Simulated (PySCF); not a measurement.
These compounds are isomers of formula C$_{10}$H$_{9}$P.

A. SMILES Cc1pccc2ccccc12
B. SMILES C1=CC=C2P=CC(C)=CC2=C1
C. SMILES C#CP1Cc2ccccc2C1

Spectrum 1. ¹H NMR (500 MHz, computed): δ 8.82 (m, 1H), 8.61 (m, 1H), 8.37 (m, 1H), 8.26 (d, 1H), 8.04 (m, 1H), 7.95 (m, 1H), 3.32 (m, 3H). ¹³C{¹H} NMR (computed): δ 183.8 (C), 153.6 (CH), 140.8 (CH), 138.4 (C), 138.0 (CH), 137.3 (C), 132.8 (CH), 132.4 (CH), 127.2 (CH), 26.6 (CH3).

Spectrum 2. ¹H NMR (500 MHz, computed): δ 7.65 (m, 2H), 7.47 (m, 2H), 3.30 (m, 4H), 1.86 (m, 1H). ¹³C{¹H} NMR (computed): δ 148.3 (C), 132.2 (CH), 131.7 (CH), 98.1 (CH), 91.7 (C), 41.2 (CH2).

Spectrum 3. ¹H NMR (500 MHz, computed): δ 9.47 (m, 1H), 8.69 (m, 1H), 8.23 (m, 1H), 8.01 (m, 1H), 8.00 (m, 1H), 7.81 (m, 1H), 2.80 (s, 3H). ¹³C{¹H} NMR (computed): δ 170.5 (CH), 158.3 (C), 143.4 (C), 140.4 (CH), 139.7 (C), 137.1 (CH), 136.8 (CH), 134.3 (CH), 128.9 (CH), 27.5 (CH3).

Level of theory: structure optimised with GFN2-xTB, GIAO PBE0/pcSseg-1 shieldings, in PySCF (equivalent nuclei averaged, one conformer, no solvent, non-relativistic).

Chemical shifts δ = σref − σ; ¹H, ¹³C against TMS, all at this level. Splittings of carbon signals by F and P are missing where no couplings were computed. Where no couplings were computed, multiplicities follow the n + 1 count of equivalent neighbours, and m marks all less simple cases (inequivalent or close neighbours, rings, F or P nearby). Shifts are as computed. Against solution values, carbons near 30 ppm lie about +3 ppm off and those near 130 ppm about +5 ppm. Of 1211 compounds with measured shifts, 218 miss one by over three times the rms of a fit or turn the order of signals round; such compounds aren't used in these exercises.

Which spectrum belongs to which compound?

Results:

1–A, 2–C, 3–B.

- Spectrum 1 (A): 10 ¹³C signals; δC 138.0 is an aromatic CH; δC 132.8 is an aromatic CH.
- Spectrum 2 (C): 6 ¹³C signals; δC 132.2 is an aromatic CH; δC 131.7 is an aromatic CH.
- Spectrum 3 (B): 10 ¹³C signals; δC 137.1 is an aromatic CH; δC 136.8 is an aromatic CH.
